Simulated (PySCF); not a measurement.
## C5H7ClN2Si: full NMR table

- Formula: C5H7ClN2Si
- SMILES: Cc1cnnc([SiH3])c1Cl
- InChI: InChI=1S/C5H7ClN2Si/c1-3-2-7-8-5(9)4(3)6/h2H,1,9H3
- Point group of the computed structure: Cs
- Degrees of unsaturation: 4
- Carbon signals: 5
- Proton signals: 3

Bonds (- single, = double, # triple, : aromatic): C1-C2, C2:C3, C3:N4, N4:N5, N5:C6, C6-Si7, C6:C8, C8-Cl9, C8:C2. C1 carries H10, H11, H12; C3 carries H13; Si7 carries H14, H15, H16.

Computational details: geometry from GFN2-xTB, shieldings: GIAO PBE0/pcSseg-1, in PySCF (relativity neglected, one averaged value for each set of equivalent atoms, no solvent, single conformer).

Referencing at the same level of theory: ¹H and ¹³C and ²⁹Si vs TMS; NH3 for ¹⁵N.

| carbon | δC, type | δH (multiplicity) | HMBC from (2–3 bonds) | span of the C tensor (ppm) |
| --- | --- | --- | --- | --- |
| C1 | 18.8, CH3 | 2.41 (s) | H13 | 26 |
| C2 | 137.7, C | – | H13, H10/H11/H12 | 225 |
| C3 | 155.6, CH | 9.31 (s) | H10/H11/H12 | 217 |
| C6 | 166.4, C | – | H14/H15/H16 | 223 |
| C8 | 156.8, C | – | H13, H14/H15/H16, H10/H11/H12 | 190 |

Other nuclei:
| atoms | nucleus | environment | δ (ppm) | σ (ppm) |
| --- | --- | --- | --- | --- |
| H14/H15/H16 | ¹H | hydrogen on a silicon bonded to C | 4.80 | 26.92 |
| Si7 | ²⁹Si | silicon bonded to C, 3 H | -72.1 | 421.3 |
| N5 | ¹⁵N | pyridine-type ring nitrogen | 481.5 | -213.8 |
| N4 | ¹⁵N | pyridine-type ring nitrogen | 459.9 | -192.1 |

1. Carbon types of the structure: 3 × C, 1 × CH, 1 × CH3, leaving 3 H on heteroatoms.
2. δC 166.4: substituted aromatic carbon next to a ring nitrogen.
3. δC 156.8: aromatic carbon bearing chlorine.
4. δC 155.6: aromatic CH next to a ring nitrogen; the adjacent pyridine-type nitrogen withdraws density from it.
5. δC 137.7: substituted aromatic carbon.
6. δH 9.31: hydrogen on an aromatic CH next to a ring nitrogen; ring current plus the neighbouring ring nitrogen.

Carbons that carry Cl, above all several Cl atoms, come out too deshielded, partly because spin–orbit coupling is missing. Shifts are as computed. Against solution values, carbons near 30 ppm lie about +3 ppm off and those near 130 ppm about +5 ppm; carbons on Cl a further +6 ppm. Of 1211 compounds with measured shifts, 218 miss one by over three times the rms of a fit or turn the order of signals round; such compounds aren't used in these exercises. Experimental scales use liquid or dissolved standards, which lie at an offset from isolated NH3 (liquid NH3: subtract about 20 ppm). Unscaled 15N shifts of sp2 nitrogen come out 20 to 40 ppm too high even then. No couplings were computed; multiplicities are counted from neighbouring protons, with m where these are inequivalent, close in shift, in a saturated or five-membered ring or joined by F or P, and br s for small geminal =CH2 splittings.
